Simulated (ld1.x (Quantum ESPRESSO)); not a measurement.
**potassium (K): one change to a TM potential, before and after**

ld1.x (Quantum ESPRESSO) 7.5 input, shortened:

```
&input
   title='K', zed=19., rel=1, dft='PBESOL', iswitch=3,
   config='[Ar] 3d1 4s0 4p0'
 /
 &inputp
   pseudotype=2, tm=.true., lloc=-1, rcloc=1.40,
   nlcc=.true., rcore=0.85
 /
3
3S  1  0   2.00   0.00  1.90  1.90  0.0
3P  2  1   6.00   0.00  1.65  1.65  0.0
3D  3  2   1.00   0.00  4.20  4.20  0.0
 &test
   configts(1)='3s2 3p6 3d1 4s0 4p0'
 /
```

Change: all radii but the core radius scaled by about 1.39 (s 2.64, p 2.30, d 5.86 bohr); local potential all-electron potential smoothed inside 1.96 bohr (lloc = -1).

Cutoffs: the cutoffs (Ry, on a coarse ladder) from which the occupation-weighted sum of valence levels, in a spherical-Bessel basis at the reference potential, stays within 10 and 1 mRy of its value at 400 Ry; they do not see the model core or the augmentation charge, which bear on the density cutoff. Errors are all-electron minus pseudo energies relative to the spin-unpolarised reference configuration.

**Question.** What does the change do?

**Answer.** The potential gets softer (25 Ry and 50 Ry → 25 Ry and 40 Ry); of the 7 tests that both files solve, the error grows in 2 and shrinks in 5 by more than 15 % and 0.3 meV (median size 50.5 → 9.6 meV); neither file shows a bound ghost at the reference potential, the only one tested. A larger radius leaves more room for a smooth pseudo-wave, so fewer plane waves are needed.

```tsv
quantity	base	changed
cutoff, loose	25 Ry	25 Ry
cutoff, tight	50 Ry	40 Ry
loose cutoff by channel (10 mRy a level)	s 18 Ry, p 21 Ry, d 6 Ry	s 8 Ry, p 21 Ry, d 6 Ry
bound ghosts	none	none
error for 3s2 3p6 3d0 4s1 4p0, meV [ΔE -2.41 eV]	+68	-6.5
error for 3s2 3p6 3d0 4s0 4p0, meV [ΔE 1.81 eV]	+6.1	+23
error for 3s2 3p6 3d0 4s0.5 4p0, meV [ΔE -0.79 eV]	+51	+5.3
error for 3s2 3p5 3d0 4s1 4p0, meV [ΔE 22.49 eV]	+368	+290
error for 3s1 3p6 3d0 4s1 4p0, meV [ΔE 39.49 eV]	+339	+91
error for 3s2 3p6 3d0.5 4s0.5 4p0, meV [ΔE -1.20 eV]	+41	+2.1
error for 3s2 3p6 3d0 4s0 4p1, meV [ΔE -0.89 eV]	+5.5	+9.6
```

Changed file: These tests converged, but a pseudo level misses the all-electron one widely, so the file describes the atom poorly there or has found another state: 3s1 3p6 3d0 4s1 4p0: empty 3d by 2.2 eV.
